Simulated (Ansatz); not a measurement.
`[F][SnH2][I]` + arsine → `[F][SnH2][AsH2]` + HI  (ligand exchange at the Sn–I bond)

Computed with Ansatz on PBE0-D4/def2-TZVP structures; ΔE is electronic, products minus reactants. CCSD(T)/CBS is the MP2 limit (def2-TZVPP, def2-QZVPP) plus CCSD(T) − MP2 in def2-TZVPP, frozen cores. DFT in def2-TZVPP. HSE06 is defined as in plane-wave codes. def2 core potentials past Kr. For As, I, Sn outer-core shells are correlated without core-valence functions, which leaves a few kJ/mol of doubt a bond. Scalar relativity is left out up to krypton.

`[F][SnH2][I]`:

Cartesian coordinates in Å:
```
F 0.829 0.380 -1.632
Sn 0.160 -0.125 0.093
I -2.249 0.983 0.283
H 0.033 -1.817 0.047
H 1.226 0.579 1.210
```

`[AsH3]`:

```xyz
4

As   -0.398   -0.472    0.149
H     0.226   -0.292   -1.227
H    -0.763    1.002    0.235
H     0.935   -0.238    0.843
```

`[F][SnH2][AsH2]`:

```xyz
7

F    -1.155    1.876    0.968
Sn   -0.242    0.772   -0.327
As   -0.208   -1.578    0.766
H    -1.227    0.847   -1.719
H     1.262    1.553   -0.529
H     1.173   -1.316    1.352
H     0.397   -2.154   -0.511
```

HI:

```xyz
2

I     0.018    0.670   -0.446
H    -0.018   -0.670    0.446
```

CCSD(T)/CBS gives +13.2 kcal/mol.

Q: Another level gave +11.3 kcal/mol. Which?
A. PBE-D4/def2-TZVPP
B. HF/def2-TZVPP
C. HSE06/def2-TZVPP
D. B97M-V/def2-TZVPP

A: A. PBE-D4 11.3, HSE06 12.4, HF/def2-TZVPP 16.1, B97M-V 13.4 kcal/mol.

Largest T1 diagnostic among the species: 0.013.

From PBE to PBE0 (25 % exact exchange), in def2-TZVPP and without D4, ΔE moves by +0.9 kcal/mol. In def2-TZVPP, CCSD(T) changes the Hartree–Fock value by −4.3 kcal/mol (the triples alone add −0.3 kcal/mol) and MP2 by −3.5 kcal/mol.
